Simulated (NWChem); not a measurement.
# Total energies of CHF

```xyz
3

C      0.5606    -0.4527     0.0000
F     -0.5266     0.2642     0.0000
H      1.3753     0.3381     0.0000
```
Charge 0, spin multiplicity 1.

Program: NWChem. All single points use one geometry, from B3LYP/def2-SVP, a minimum by its harmonic frequencies.

Basis set: STO-3G (11 functions).

```csv
method,total energy (Ha)
RHF,-135.88072
MP2,-135.94677
B2PLYP,-136.30496
PBE,-136.32565
B3LYP,-136.46796
PBE0,-136.34804
CCSD(T),-135.97364
```

Total energies of different functionals aren't comparable as a measure of quality: only differences taken within one method are. 

The correlated methods keep 2 core orbitals frozen. B3LYP has NWChem's definition, with VWN1-RPA local correlation. The structure started from a generated list of species. No row is a measurement; the coupled-cluster row has its own basis-set and correlation limits.
